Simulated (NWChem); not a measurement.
# TiHOCl2 cation; SMILES [OH][Ti+]([Cl])[Cl]

```xyz
5

Ti     0.3462     0.3856     0.0000
Cl    -0.7376    -0.1363    -1.7351
Cl    -0.7376    -0.1363     1.7351
O      1.8589    -0.3562     0.0000
H      2.5908    -0.9999     0.0000
```
Atoms are numbered in this order, from 1.

Computed with NWChem. Geometry: optimised at PBE0/def2-SVP. The spin multiplicity was typed, not searched, and may not be the lowest. Level PBE/def2-SVP: energy and gradient on several grids; changes count from the extra-fine grid, which is no exact limit either.

Which is the coarsest grid (medium; xfine; coarse; xcoarse; fine) from which on the energy stays within 100 μHa and each gradient component within 200 μHa/bohr of xfine?

medium.
| grid | size of the energy change (μHa) | largest change of a gradient component (μHa/bohr) | time, medium = 1 (rough) |
|---|---|---|---|
| xcoarse | 1000 | 2000 | about 1 |
| coarse | 50 | 400 | about 1 |
| medium | < 10 | < 30 | about 1 |
| fine | < 10 | < 30 | about 1 |
| xfine | < 10 | < 30 | 2 |
